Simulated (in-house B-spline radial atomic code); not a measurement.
Configurations of the bismuth ion Bi⁺, with energies counted from [Xe] 4f14 5d10 6s2 6p2. All numbers are computed (Dirac-Hartree-Fock, average of configuration; Fermi nucleus of rms radius 5.5211 fm) with a B-spline radial code for spherical atoms, not measured. Energies include first-order Breit, QED and recoil terms.

Occupations are held fixed; configurations that lie above the ionisation limit could autoionise.

```
                         configuration  E - E(ref) (eV)  highest orbital  its <r> (bohr)
            [Xe] 4f14 5d10 6s2 6p1 7g1           13.713            7g7/2           31.72
            [Xe] 4f14 5d10 5f1 6s1 6p2           21.845            5f5/2           8.502
           [Xe] 4f14 5d10 6s1 6p2 10d1           24.226           10d5/2           35.61
             [Xe] 4f14 5d9 6s2 6p2 7s1           33.402            7s1/2           5.338
             [Xe] 4f14 5d9 5f1 6s2 6p2           37.869            5f5/2           8.479
             [Xe] 4f14 5d9 6s2 6p2 8f1           40.213            8f5/2           32.41
            [Xe] 4f13 5d10 6s2 6p2 9s1            172.6            9s1/2           16.42
[Kr] 4d9 4f14 5s2 5p6 5d10 5g1 6s2 6p2           468.41            5g7/2           13.74
```

Order these further configurations by energy, lowest first.
A. [Xe] 4f13 5d10 6s2 6p2 8g1
B. [Xe] 4f13 5d10 6s2 6p2 10s1
C. [Xe] 4f14 5d10 6s2 6p1 10s1
D. [Xe] 4f14 5d10 6s1 6p2 7g1
E. [Xe] 4f14 5d10 5g1 6s1 6p2

C (13.159 eV), E (23.154 eV), D (24.221 eV), B (173.41 eV), A (174.25 eV).

How far above the reference does [Xe] 4f14 5d9 6s2 6p2 10s1 lie?

39.67 eV; its least bound orbital is 10s1/2 with <r> = 24.27 bohr.

How far above the reference does [Xe] 4f14 5d9 6s2 6p2 7g1 lie?

40.247 eV; its least bound orbital is 7g7/2 with <r> = 31.72 bohr.

How far above the reference does [Kr] 4d9 4f14 5s2 5p6 5d10 6s2 6p2 6g1 lie?

469.07 eV; its least bound orbital is 6g7/2 with <r> = 21.98 bohr.
